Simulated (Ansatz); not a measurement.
Consider the formal exchange of groups at a Y–O bond: `[CH3][Y]([CH3])[OH]` + `CCS` → `[CH3][Y]([CH3])[CH3]` + `OCS`.

Computed with Ansatz on PBE0-D4/def2-TZVP structures; ΔE is electronic, products minus reactants. CCSD(T)/CBS is the MP2 limit (def2-TZVPP, def2-QZVPP) plus CCSD(T) − MP2 in def2-TZVPP, frozen cores. DFT in def2-TZVPP. HSE06 is defined as in plane-wave codes. def2 core potentials past Kr. For Y outer-core shells are correlated without core-valence functions, which leaves a few kJ/mol of doubt a bond. One conformer a species, not always the lowest.

```json
{"level": "revPBE-D4", "ΔE (kcal/mol)": "57.1", "difference from CCSD(T)/CBS": "-4.1"}
{"level": "r2SCAN-D4", "ΔE (kcal/mol)": "59.0", "difference from CCSD(T)/CBS": "-2.2"}
{"level": "B97M-V", "ΔE (kcal/mol)": "59.3", "difference from CCSD(T)/CBS": "-1.9"}
{"level": "PBE0-D4", "ΔE (kcal/mol)": "58.3", "difference from CCSD(T)/CBS": "-2.9"}
{"level": "r2SCANh-D4", "ΔE (kcal/mol)": "59.2", "difference from CCSD(T)/CBS": "-2.0"}
{"level": "HSE06-D4", "ΔE (kcal/mol)": "58.1", "difference from CCSD(T)/CBS": "-3.1"}
{"level": "BHLYP-D4", "ΔE (kcal/mol)": "60.8", "difference from CCSD(T)/CBS": "-0.4"}
{"level": "CAM-B3LYP-D4", "ΔE (kcal/mol)": "61.1", "difference from CCSD(T)/CBS": "-0.1"}
{"level": "RPA@PBE/def2-TZVPP", "ΔE (kcal/mol)": "58.9", "difference from CCSD(T)/CBS": "-2.3"}
{"level": "HF/def2-SVP", "ΔE (kcal/mol)": "64.2", "difference from CCSD(T)/CBS": "3.0"}
{"level": "MP2/def2-SVP", "ΔE (kcal/mol)": "68.8", "difference from CCSD(T)/CBS": "7.6"}
{"level": "CCSD(T)/def2-SVP", "ΔE (kcal/mol)": "66.7", "difference from CCSD(T)/CBS": "5.5"}
{"level": "MP2/def2-TZVPP", "ΔE (kcal/mol)": "63.0", "difference from CCSD(T)/CBS": "1.8"}
{"level": "MP2/def2-QZVPP", "ΔE (kcal/mol)": "63.4", "difference from CCSD(T)/CBS": "2.2"}
{"level": "HF/CBS(def2)", "ΔE (kcal/mol)": "61.6", "difference from CCSD(T)/CBS": "0.4"}
{"level": "CCSD/CBS(def2)", "ΔE (kcal/mol)": "61.3", "difference from CCSD(T)/CBS": "0.1"}
{"level": "CCSD(T)/CBS", "ΔE (kcal/mol)": "61.2", "difference from CCSD(T)/CBS": "0"}
```

Problem. What do rigid-rotor, harmonic-oscillator terms from PBE0-D4/def2-TZVP frequencies (298.15 K, 1 bar) make of the CCSD(T)/CBS value? (Estimate.)

Solution. Computed: ΔZPE = -1.8 kcal/mol, ΔH = +59.7 kcal/mol, ΔS = -6 J/(mol·K), ΔG = +60.2 kcal/mol. Modes under 50 cm⁻¹ make the entropy rough.

Largest T1 diagnostic among the species: 0.013.

Leaving LDA and LC-ωPBE aside and taking each functional with its dispersion term where it has one, the values spread over 4.0 kcal/mol, from revPBE-D4 to CAM-B3LYP-D4. From BLYP to BHLYP (50 % exact exchange), in def2-TZVPP and without D4, ΔE moves by +2.6 kcal/mol.
